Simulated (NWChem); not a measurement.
System: CdHSF; SMILES [F][Cd][SH]

NWChem printed, in part:

```
             Northwest Computational Chemistry Package (NWChem) 7.3.0
             --------------------------------------------------------

 CS  symmetry detected

                             Geometry "geometry" -> ""
                             -------------------------

 Output coordinates in angstroms (scale by  1.889725989 to convert to a.u.)

  No.       Tag          Charge          X              Y              Z
 ---- ---------------- ---------- -------------- -------------- --------------
    1 Cd                  48.0000    -0.01093528     0.30129959     0.00000000
    2 F                    9.0000    -0.00155690     2.24737871     0.00000000
    3 S                   16.0000    -0.04843740    -2.03590849     0.00000000
    4 H                    1.0000     1.31390385    -2.11425282     0.00000000

 Effective nuclear repulsion energy (a.u.)     325.5909127666

      Symmetry information
      --------------------

 Group name             Cs
 Group number              2
 Group order               2
 No. of unique centers     4

                                 NWChem DFT Module
                                 -----------------

 Summary of "ao basis" -> "ao basis" (spherical)
 ------------------------------------------------------------------------------
       Tag                 Description            Shells   Functions and Types
 ---------------- ------------------------------  ------  ---------------------
 Cd                         def2-svp                11       31   5s3p2d1f
 F                          def2-svp                 6       14   3s2p1d
 S                          def2-svp                 8       18   4s3p1d
 H                          def2-svp                 3        5   2s1p

      Symmetry analysis of basis
      --------------------------

        a'         48
        a"         20

            General Information
            -------------------
          SCF calculation type: DFT
          Wavefunction type:  closed shell.
          No. of atoms     :     4
          No. of electrons :    46
           Alpha electrons :    23
            Beta electrons :    23
          Charge           :     0
          Spin multiplicity:     1
          Use of symmetry is: on ; symmetry adaption is: on
          Maximum number of iterations: 150
          AO basis - number of functions:    68
                     number of shells:    28
          Convergence on energy requested:  1.00D-06
          Convergence on density requested:  1.00D-05
          Convergence on gradient requested:  5.00D-04

              XC Information
              --------------
                        M06-L Method XC Functional
                         M06-L Exchange Functional  1.000
                       M06-L Correlation Potential  1.000

             Grid Information
             ----------------
          Grid used for XC integration:  medium
          Radial quadrature: Mura-Knowles
          Angular quadrature: Lebedev.
          Tag              B.-S. Rad. Rad. Pts. Rad. Cut. Ang. Pts.
          ---              ---------- --------- --------- ---------
          Cd                  1.55      123           9.0       590
          F                   0.50       49          11.0       434
          S                   1.00       88          10.0       590
          H                   0.35       45          10.0       434
          Grid pruning is: on
          Number of quadrature shells:   305
          Spatial weights used:  Erf1

      Superposition of Atomic Density Guess
      -------------------------------------

 Sum of atomic energies:        -689.11279485

      Non-variational initial energy
      ------------------------------

 Total energy =    -664.127289
 1-e energy   =   -1286.141382
 2-e energy   =     471.744868
 HOMO         =      -0.311108
 LUMO         =      -0.074601

      Symmetry analysis of molecular orbitals - initial
      -------------------------------------------------

  Numbering of irreducible representations:

     1 a'          2 a"

  Orbital symmetries:

     1 a'          2 a'          3 a'          4 a'          5 a'
     6 a"          7 a'          8 a'          9 a'         10 a"
    11 a'         12 a'         13 a'         14 a'         15 a"
    16 a'         17 a"         18 a'         19 a"         20 a'
    21 a'         22 a'         23 a"         24 a'         25 a'
    26 a"         27 a'         28 a'         29 a'         30 a'
    31 a"         32 a'         33 a'

     ---------------------------------------------
      Total Density - Mulliken Population Analysis
     ---------------------------------------------

    Atom       Charge   Shell Charges
 -----------   ------   -------------------------------------------------------
    1 Cd  20    18.91  -0.37  1.62  0.74  0.51  0.23  5.95  0.16  0.08  9.12  0.86  0.00
    2 F    9     9.81   1.99  1.16  0.82  3.59  2.25  0.00
    3 S   16    16.49   2.00  1.99  1.21  0.64  5.94  1.78  2.91  0.02
    4 H    1     0.79   0.57  0.19  0.03

   convergence    iter        energy       DeltaE   RMS-Dens  Diis-err
 ---------------- ----- ----------------- --------- --------- ---------
 d= 0,ls=0.0,diis     1   -666.2144265444 -8.16D+02  4.55D-02  7.44D-01
 d= 0,ls=0.0,diis     2   -663.9461630274  2.27D+00  3.42D-02  2.33D+01
 d= 0,ls=0.0,diis     3   -666.2939011333 -2.35D+00  7.90D-03  1.51D-01
 d= 0,ls=0.0,diis     4   -666.3032080462 -9.31D-03  3.65D-03  6.99D-02
 d= 0,ls=0.0,diis     5   -666.3083608250 -5.15D-03  2.43D-03  5.85D-03
  Resetting Diis
 d= 0,ls=0.0,diis     6   -666.3106836567 -2.32D-03  1.35D-03  7.29D-04
 d= 0,ls=0.0,diis     7   -666.3109565373 -2.73D-04  3.77D-04  1.57D-04
 d= 0,ls=0.0,diis     8   -666.3109653795 -8.84D-06  1.74D-04  1.64D-04
 d= 0,ls=0.0,diis     9   -666.3109887786 -2.34D-05  4.10D-05  5.77D-06
 d= 0,ls=0.0,diis    10   -666.3109893444 -5.66D-07  1.48D-05  2.02D-06
 d= 0,ls=0.0,diis    11   -666.3109895353 -1.91D-07  7.08D-06  1.60D-07

         Total DFT energy =     -666.310989535257
      One electron energy =    -1287.221843384220
           Coulomb energy =      522.796774749069
    Exchange-Corr. energy =      -52.155145681708
 Nuclear repulsion energy =      150.269224781604

 Numeric. integr. density =       45.999985135849

                  Occupations of the irreducible representations
                  ----------------------------------------------

                     irrep           alpha         beta
                     --------     --------     --------
                     a'               17.0         17.0
                     a"                6.0          6.0

                       DFT Final Molecular Orbital Analysis
                       ------------------------------------

 Vector   21  Occ=2.000000D+00  E=-2.903506D-01  Symmetry=a"
              MO Center= -2.4D-03,  2.1D+00, -1.4D-15, r^2= 1.1D+00
   Bfn.  Coefficient  Atom+Function         Bfn.  Coefficient  Atom+Function
  ----- ------------  ---------------      ----- ------------  ---------------
    37      0.632064  2 F  pz                40     -0.466025  2 F  pz
    16      0.154107  1 Cd d -1              11     -0.083620  1 Cd pz
    14     -0.083235  1 Cd pz                58     -0.080698  3 S  pz
     8      0.064254  1 Cd pz                55     -0.059564  3 S  pz
    52     -0.034354  3 S  pz

 Vector   22  Occ=2.000000D+00  E=-2.883655D-01  Symmetry=a'
              MO Center= -4.8D-02,  1.4D+00, -3.7D-15, r^2= 3.4D+00
   Bfn.  Coefficient  Atom+Function         Bfn.  Coefficient  Atom+Function
  ----- ------------  ---------------      ----- ------------  ---------------
    35      0.570160  2 F  px                38     -0.419983  2 F  px
    57      0.214340  3 S  py                15      0.178238  1 Cd d -2
    54      0.158242  3 S  py                 4      0.131838  1 Cd s
    36     -0.103999  2 F  py                49     -0.097282  3 S  s
    51      0.091243  3 S  py                48     -0.082640  3 S  s

 Vector   23  Occ=2.000000D+00  E=-2.340926D-01  Symmetry=a"
              MO Center= -2.1D-02, -1.8D+00, -7.4D-17, r^2= 2.0D+00
   Bfn.  Coefficient  Atom+Function         Bfn.  Coefficient  Atom+Function
  ----- ------------  ---------------      ----- ------------  ---------------
    58      0.638303  3 S  pz                55      0.435214  3 S  pz
    52      0.249581  3 S  pz                16      0.157427  1 Cd d -1
    37      0.108112  2 F  pz                40     -0.080491  2 F  pz
    14      0.069916  1 Cd pz                11      0.066371  1 Cd pz
     8     -0.055344  1 Cd pz

 Vector   24  Occ=0.000000D+00  E=-8.178268D-02  Symmetry=a'
              MO Center=  5.1D-02,  4.6D-02, -1.5D-16, r^2= 4.2D+00
   Bfn.  Coefficient  Atom+Function         Bfn.  Coefficient  Atom+Function
  ----- ------------  ---------------      ----- ------------  ---------------
     4      0.646305  1 Cd s                  5      0.531327  1 Cd s
    57     -0.461814  3 S  py                 2     -0.333561  1 Cd s
    19     -0.264092  1 Cd d  2              36     -0.258430  2 F  py
    54     -0.248195  3 S  py                39      0.206545  2 F  py
    49     -0.193408  3 S  s                  3     -0.170926  1 Cd s

 Vector   25  Occ=0.000000D+00  E=-2.598493D-02  Symmetry=a'
              MO Center= -1.5D-01,  1.9D-01,  9.5D-15, r^2= 5.2D+00
   Bfn.  Coefficient  Atom+Function         Bfn.  Coefficient  Atom+Function
  ----- ------------  ---------------      ----- ------------  ---------------
    12      0.783849  1 Cd px                 9      0.380560  1 Cd px
    65     -0.353648  4 H  s                  6     -0.272251  1 Cd px
    49      0.253239  3 S  s                 64     -0.172810  4 H  s
    35      0.145881  2 F  px                38     -0.130688  2 F  px
    56      0.083320  3 S  px                48      0.073425  3 S  s

[...]
```

Level: M06-L/def2-SVP with def2 effective core potentials on Cd. Geometry: optimised at PBE-D3(BJ)/def2-SVP. def2 effective core potentials on Cd; no spin-orbit coupling.

Problem. Which NWChem input produces such a log?

Solution. Several could match; the one computed here: the input that was run:
```
start job
memory heap 200 mb stack 900 mb global 1100 mb
geometry units angstroms noautoz
  Cd    -0.495716     0.084762     0.000000
  F     -0.642199     2.025343     0.000000
  S     -0.345947    -2.247944     0.000000
  H      1.018293    -2.216948     0.000000
end
basis spherical
  * library def2-svp
end
ecp
  Cd library def2-ecp
end
dft
  xc m06-l
  iterations 150
  mulliken
end
task dft energy
```
